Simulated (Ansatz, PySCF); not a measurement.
This Ansatz (a first-principles code) input computes a PBE0/def2-TZVPD energy:

Ansatz 0.2 input:
```yaml
crystal:
  periodic: [false, false, false]
  atoms:
    - {symbol: Si, position_ang: [-0.66022217, -0.36529988, -0.01831391]}
    - {symbol: F, position_ang: [-1.33033620, 1.07960417, -0.10893525]}
    - {symbol: Cl, position_ang: [1.37319119, -0.14594638, 0.07402386]}
    - {symbol: H, position_ang: [-1.00303459, -1.10929614, -1.23886054]}
    - {symbol: H, position_ang: [-1.12507936, -1.01185463, 1.21726677]}
basis:
  gaussian:
    orbitals: def2-TZVPD
hamiltonian:
  xc: {name: PBE0}
output: {forces: true}
```

Q: Write an input for the same energy in PySCF and say what it gives.

A: 
```python
from pyscf import gto, scf, dft

mol = gto.M(
    atom='''
    Si   -0.66022217   -0.36529988   -0.01831391
    F    -1.33033620    1.07960417   -0.10893525
    Cl    1.37319119   -0.14594638    0.07402386
    H    -1.00303459   -1.10929614   -1.23886054
    H    -1.12507936   -1.01185463    1.21726677
    ''',
    basis='def2-tzvpd',
    charge=0,
    spin=0,
    verbose=4,
)

mf = dft.RKS(mol, xc='pbe0').density_fit(auxbasis='def2-universal-jkfit')
mf.grids.level = 3
mf.conv_tol = 1e-9
mf.max_cycle = 100
mf.max_memory = 1500
mf.kernel()
if not mf.converged:
    mf = mf.newton()
    mf.kernel(mf.make_rdm1())
mf.analyze()
```
It gives -850.54798 Eh, and Ansatz -850.54794 Eh, a difference of 0.04 mEh, from the treatment of integrals and grids.
